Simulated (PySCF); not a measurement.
Br$_{4}$Sn (SMILES [Br][Sn]([Br])([Br])[Br]), singlet, geometry from GFN2-xTB (such geometries of metal compounds can be far from the true shape) (all electrons, no relativity); PySCF with SVWN5/STO-3G.

Here is a job for PySCF.
```python
from pyscf import gto, scf, dft

mol = gto.M(
    atom='''
Br   -0.911861    2.255196   -0.770926
Sn   -0.000000    0.000000    0.000000
Br   -1.756461   -1.808170   -0.396347
Br    0.557732    0.113383    2.487530
Br    2.110590   -0.560409   -1.320257
''',
    basis='sto-3g',
    charge=0,
    spin=0,
    verbose=4,
)

mf = dft.RKS(mol)
mf.xc = 'lda,vwn'
mf.init_guess = 'mod_huckel'
mf.kernel()
mf.analyze()
```

Output, abridged:

```
PySCF version 2.14.0

[INPUT] verbose = 4
[INPUT] num. atoms = 5
[INPUT] num. electrons = 190
[INPUT] charge = 0
[INPUT] spin (= nelec alpha-beta = 2S) = 0
[INPUT] symmetry False subgroup None
[INPUT] Mole.unit = angstrom
[INPUT] Symbol           X                Y                Z      unit          X                Y                Z       unit  Magmom
[INPUT]  1 Br    -0.911861000000   2.255196000000  -0.770926000000 AA   -1.723167553672   4.261702797215  -1.456839002306 Bohr   0.0
[INPUT]  2 Sn     0.000000000000   0.000000000000   0.000000000000 AA    0.000000000000   0.000000000000   0.000000000000 Bohr   0.0
[INPUT]  3 Br    -1.756461000000  -1.808170000000  -0.396347000000 AA   -3.319230238480  -3.416946086655  -0.748987280293 Bohr   0.0
[INPUT]  4 Br     0.557732000000   0.113383000000   2.487530000000 AA    1.053960730906   0.214262817182   4.700750426639 Bohr   0.0
[INPUT]  5 Br     2.110590000000  -0.560409000000  -1.320257000000 AA    3.988437061246  -1.059019527741  -2.494924144040 Bohr   0.0

nuclear repulsion = 2384.98861308411
number of shells = 43
number of NR pGTOs = 297
number of NR cGTOs = 99
basis = sto-3g
ecp = {}

******** <class 'pyscf.dft.rks.RKS'> ********
method = RKS
initial guess = mod_huckel
damping factor = 0
level_shift factor = 0
DIIS = <class 'pyscf.scf.diis.CDIIS'>
diis_start_cycle = 1
diis_space = 8
diis_damp = 0
SCF conv_tol = 1e-09
SCF conv_tol_grad = None
SCF max_cycles = 50
direct_scf = True
direct_scf_tol = 1e-13
XC library pyscf.dft.libxc version 7.1.2
    S. Lehtola, C. Steigemann, M. J. T. Oliveira, and M. A. L. Marques,  SoftwareX 7, 1–5 (2018)
XC functionals = lda,vwn
    P. A. M. Dirac,  Math. Proc. Cambridge Philos. Soc. 26, 376 (1930)
    F. Bloch,  Z. Phys. 57, 545 (1929)
    S. H. Vosko, L. Wilk, and M. Nusair,  Can. J. Phys. 58, 1200 (1980)
radial grids:
    Treutler-Ahlrichs [JCP 102, 346 (1995); DOI:10.1063/1.469408] (M4) radial grids

becke partition: Becke, JCP 88, 2547 (1988); DOI:10.1063/1.454033
pruning grids: <function nwchem_prune>
grids dens level: 3
symmetrized grids: False
atomic radii adjust function: <function treutler_atomic_radii_adjust>
small_rho_cutoff = 0
Set gradient conv threshold to 3.16228e-05
Initial guess from on-the-fly Huckel, doi:10.1021/acs.jctc.8b01089,
employing the updated GWH rule from doi:10.1021/ja00480a005.
Spherically averaged atomic HF for {'Br', 'Sn'}

******** <class 'pyscf.scf.atom_hf.AtomSphAverageRHF'> ********
method = AtomSphAverageRHF
initial guess = minao
damping factor = 0
level_shift factor = 0
DIIS = <class 'pyscf.scf.diis.CDIIS'>
diis_start_cycle = 1
diis_space = 8
diis_damp = 0
SCF conv_tol = 1e-09
SCF conv_tol_grad = None
SCF max_cycles = 50
direct_scf = True
direct_scf_tol = 1e-13
atom = Br
Set gradient conv threshold to 3.16228e-05
Initial guess from minao.
init E= -2540.61477014164
cycle= 1 E= -2544.44957679183  delta_E= -3.83  |g|=    0  |ddm|= 0.208
cycle= 2 E= -2544.44996546051  delta_E= -0.000389  |g|=    0  |ddm|= 0.00795
cycle= 3 E= -2544.44996550037  delta_E= -3.99e-08  |g|=    0  |ddm|= 8.08e-05
cycle= 4 E= -2544.44996550037  delta_E= -9.09e-13  |g|=    0  |ddm|= 1.55e-08
Extra cycle  E= -2544.44996550037  delta_E= 9.09e-13  |g|=    0  |ddm|= 1.61e-11
Atomic HF for atom  Br  converged. SCF energy = -2544.44996550037

******** <class 'pyscf.scf.atom_hf.AtomSphAverageRHF'> ********
method = AtomSphAverageRHF
initial guess = minao
damping factor = 0
level_shift factor = 0
DIIS = <class 'pyscf.scf.diis.CDIIS'>
diis_start_cycle = 1
diis_space = 8
diis_damp = 0
SCF conv_tol = 1e-09
SCF conv_tol_grad = None
SCF max_cycles = 50
direct_scf = True
direct_scf_tol = 1e-13
atom = Sn
Set gradient conv threshold to 3.16228e-05
Initial guess from minao.
init E= -5946.06476918099
cycle= 1 E= -5962.95824262818  delta_E= -16.9  |g|=    0  |ddm|= 0.452
cycle= 2 E= -5962.96243723546  delta_E= -0.00419  |g|=    0  |ddm|= 0.075
cycle= 3 E= -5962.96245275538  delta_E= -1.55e-05  |g|=    0  |ddm|= 0.00476
cycle= 4 E= -5962.96245275597  delta_E= -5.89e-10  |g|=    0  |ddm|= 2.75e-05
Extra cycle  E= -5962.96245275597  delta_E=    0  |g|=    0  |ddm|= 5.68e-08
Atomic HF for atom  Sn  converged. SCF energy = -5962.96245275597

  HOMO = -0.268500066528042  LUMO = 0.0504880672082463  gap/eV = 8.68011
tot grids = 103656
init E= -16126.6717477545
  HOMO = -0.15256672461855  LUMO = -0.046378999974305  gap/eV = 2.88952
cycle= 1 E= -16128.6706498302  delta_E=   -2  |g|= 0.464  |ddm|= 7.83
  HOMO = -0.166086206089788  LUMO = 0.0439014880461026  gap/eV = 5.71406
cycle= 2 E= -16128.6090609859  delta_E= 0.0616  |g|= 0.518  |ddm|= 2.61
  HOMO = -0.159557520946141  LUMO = -0.0189800191319401  gap/eV = 3.82531
cycle= 3 E= -16128.7959098148  delta_E= -0.187  |g|= 0.0148  |ddm|= 1.49
  HOMO = -0.162034049696674  LUMO = -0.021403194305006  gap/eV = 3.82676
cycle= 4 E= -16128.7960198161  delta_E= -0.00011  |g|= 0.0027  |ddm|= 0.0289
  HOMO = -0.161937519426919  LUMO = -0.0212057336527781  gap/eV = 3.82951
cycle= 5 E= -16128.7960244343  delta_E= -4.62e-06  |g|= 0.000149  |ddm|= 0.0075
  HOMO = -0.1619500601183  LUMO = -0.0211988806398411  gap/eV = 3.83003
cycle= 6 E= -16128.7960244477  delta_E= -1.34e-08  |g|= 1.06e-05  |ddm|= 0.000347
  HOMO = -0.161950102560691  LUMO = -0.0211979413594075  gap/eV = 3.83006
cycle= 7 E= -16128.7960244477  delta_E= -4.37e-11  |g|= 7.92e-07  |ddm|= 2.75e-05
  HOMO = -0.161950249995617  LUMO = -0.0211979020395735  gap/eV = 3.83007
Extra cycle  E= -16128.7960244477  delta_E= 1.46e-11  |g|= 1.06e-06  |ddm|= 6.98e-06
converged SCF energy = -16128.7960244477
**** SCF Summaries ****
Total Energy =                      -16128.796024447727177
Nuclear Repulsion Energy =            2384.988613084112785
One-electron Energy =               -27258.928012897864392
Two-electron Energy =                 8745.143375366023974
Two-electron Coulomb Energy =         9253.838133536421083
DFT Exchange-Correlation Energy =     -508.694758170396824
HOMO-LUMO gap [eV] =                     3.830066473453253
**** MO energy ****
MO #1   energy= -1015.55814509446  occ= 2
MO #2   energy= -474.605222321113  occ= 2
MO #3   energy= -474.605221163604  occ= 2
MO #4   energy= -474.605221040756  occ= 2
MO #5   energy= -474.605220993315  occ= 2
MO #6   energy= -147.896315834662  occ= 2
MO #7   energy= -140.900201530405  occ= 2
MO #8   energy= -140.900201516526  occ= 2
MO #9   energy= -140.900201508456  occ= 2
MO #10  energy= -59.5091738387267  occ= 2
MO #11  energy= -59.5090038013722  occ= 2
MO #12  energy= -59.5090036432977  occ= 2
MO #13  energy= -59.5090035083612  occ= 2
MO #14  energy= -54.9287944004613  occ= 2
MO #15  energy= -54.9287895830879  occ= 2
MO #16  energy= -54.9287893980886  occ= 2
MO #17  energy= -54.9287892196983  occ= 2
MO #18  energy= -54.9239132897659  occ= 2
MO #19  energy= -54.9239132228603  occ= 2
MO #20  energy= -54.9239131896884  occ= 2
MO #21  energy= -54.9239121868298  occ= 2
MO #22  energy= -54.9239120704551  occ= 2
MO #23  energy= -54.9239119891747  occ= 2
MO #24  energy= -54.9239115026277  occ= 2
MO #25  energy= -54.9239114797763  occ= 2
MO #26  energy= -27.0528854770241  occ= 2
MO #27  energy= -24.5040480337554  occ= 2
MO #28  energy= -24.504047960805   occ= 2
MO #29  energy= -24.5040475286424  occ= 2
MO #30  energy= -16.7401063093225  occ= 2
MO #31  energy= -16.7401058778574  occ= 2
MO #32  energy= -16.7401053513747  occ= 2
MO #33  energy= -16.7399611851078  occ= 2
MO #34  energy= -16.7399609999681  occ= 2
MO #35  energy= -7.6004433691078   occ= 2
MO #36  energy= -7.60023284254977  occ= 2
MO #37  energy= -7.60023216280533  occ= 2
MO #38  energy= -7.6002314741864   occ= 2
MO #39  energy= -5.64382411756959  occ= 2
MO #40  energy= -5.64329368047855  occ= 2
MO #41  energy= -5.64329221852095  occ= 2
MO #42  energy= -5.64329090165334  occ= 2
MO #43  energy= -5.62456053977862  occ= 2
MO #44  energy= -5.62455619134275  occ= 2
MO #45  energy= -5.62455315805563  occ= 2
MO #46  energy= -5.62445430903019  occ= 2
MO #47  energy= -5.62445281614197  occ= 2
MO #48  energy= -5.62444996813005  occ= 2
MO #49  energy= -5.6243855368122   occ= 2
MO #50  energy= -5.62438374209001  occ= 2
MO #51  energy= -3.92662008129254  occ= 2
MO #52  energy= -2.85753274805511  occ= 2
MO #53  energy= -2.85753189665315  occ= 2
MO #54  energy= -2.85753101741084  occ= 2
MO #55  energy= -1.44774115700261  occ= 2
MO #56  energy= -1.44748448343677  occ= 2
MO #57  energy= -1.44746931750172  occ= 2
MO #58  energy= -1.44745754991552  occ= 2
MO #59  energy= -1.44294441138472  occ= 2
MO #60  energy= -1.44292461420142  occ= 2
MO #61  energy= -1.44290797399375  occ= 2
MO #62  energy= -1.44282371144013  occ= 2
MO #63  energy= -1.44280839093945  occ= 2
MO #64  energy= -1.44279476541897  occ= 2
MO #65  energy= -1.44278646320618  occ= 2
MO #66  energy= -1.44277596504943  occ= 2
MO #67  energy= -1.43086225230304  occ= 2
MO #68  energy= -1.43086147375855  occ= 2
MO #69  energy= -1.43086096331063  occ= 2
MO #70  energy= -1.43086078643252  occ= 2
MO #71  energy= -1.43085034533639  occ= 2
MO #72  energy= -1.43084987370105  occ= 2
MO #73  energy= -1.43084853257766  occ= 2
MO #74  energy= -1.43084817962683  occ= 2
MO #75  energy= -0.605426926167927 occ= 2
MO #76  energy= -0.591699382048415 occ= 2
MO #77  energy= -0.591699365483798 occ= 2
MO #78  energy= -0.591698334528607 occ= 2
MO #79  energy= -0.519658068013802 occ= 2
MO #80  energy= -0.51965594868144  occ= 2
MO #81  energy= -0.510788466261978 occ= 2
MO #82  energy= -0.510786835395602 occ= 2
MO #83  energy= -0.510783878037992 occ= 2
MO #84  energy= -0.350820955718943 occ= 2
MO #85  energy= -0.263904498358641 occ= 2
MO #86  energy= -0.263904399215233 occ= 2
MO #87  energy= -0.263904325095852 occ= 2
MO #88  energy= -0.16940916791785  occ= 2
MO #89  energy= -0.169408986604107 occ= 2
MO #90  energy= -0.169408738622327 occ= 2
MO #91  energy= -0.166462294713883 occ= 2
MO #92  energy= -0.166461995275607 occ= 2
MO #93  energy= -0.161951060103553 occ= 2
MO #94  energy= -0.161950577597015 occ= 2
MO #95  energy= -0.161950249995617 occ= 2
MO #96  energy= -0.0211979020395735 occ= 0
MO #97  energy= 0.0691520102905744 occ= 0
MO #98  energy= 0.0691521603293926 occ= 0
MO #99  energy= 0.0691522071022435 occ= 0
 ** Mulliken pop on meta-lowdin orthogonal AOs  **
 ** Mulliken pop  **
 ** Mulliken atomic charges  **
charge of    0Br =     -0.12410
charge of    1Sn =      0.49639
charge of    2Br =     -0.12410
charge of    3Br =     -0.12410
charge of    4Br =     -0.12410
Dipole moment(X, Y, Z, Debye):  0.00002,  0.00003, -0.00001
```
